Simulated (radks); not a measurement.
The numbers below are computed, except where a source is named.
All-electron atom: Nb6+ in [Ar] 3d9.75 4s2 4p5 4d0.25 (fractional occupations, a model configuration). Code: a radial shooting solver on a logarithmic mesh with Libxc functionals. Model: scalar-relativistic Kohn-Sham, PBE, spin-polarised, spherical densities, finite nucleus; open shells are filled with parallel spins first (spin-orbit coupling, left out, can overturn this in heavy ions); Fermi nuclear charge, rms radius 4.324 fm. Some entries of the table are withheld. Estimate them.

orbital,occ.,eigenvalue (eV),<1/r> (bohr^-1),<r^2> (bohr^2)
1s up,1,-18902.09,42.40,0.001757
1s down,1,-18901.91,42.40,0.001757
2s up,1,-2725.465,9.527,0.02944
2s down,1,-2724.941,9.528,0.02943
2p up,3,-2443.785,9.273,0.02318
2p down,3,-2443.299,9.273,0.02317
3s up,1,-530.1495,3.264,0.2236
3s down,1,-529.4340,3.263,0.2236
3p up,3,-438.0232,3.105,0.2293
3p down,3,-437.2760,3.104,0.2293
3d up,5,-287.8028,(1),0.2216
3d down,4.75,-286.9710,(2),0.2215
4s up,1,-139.8742,1.240,(3)
4s down,1,-138.1478,1.241,(4)
4p up,3,-113.9095,1.128,1.599
4p down,2,-112.1987,1.127,1.607
4d up,0.25,-75.1807,0.9206,2.311
4d down,0,-73.6479,0.9145,2.346

Answer. 
(1) 3d up <1/r> (bohr^-1): 2.874
(2) 3d down <1/r> (bohr^-1): 2.873
(3) 4s up <r^2> (bohr^2): 1.357
(4) 4s down <r^2> (bohr^2): 1.359
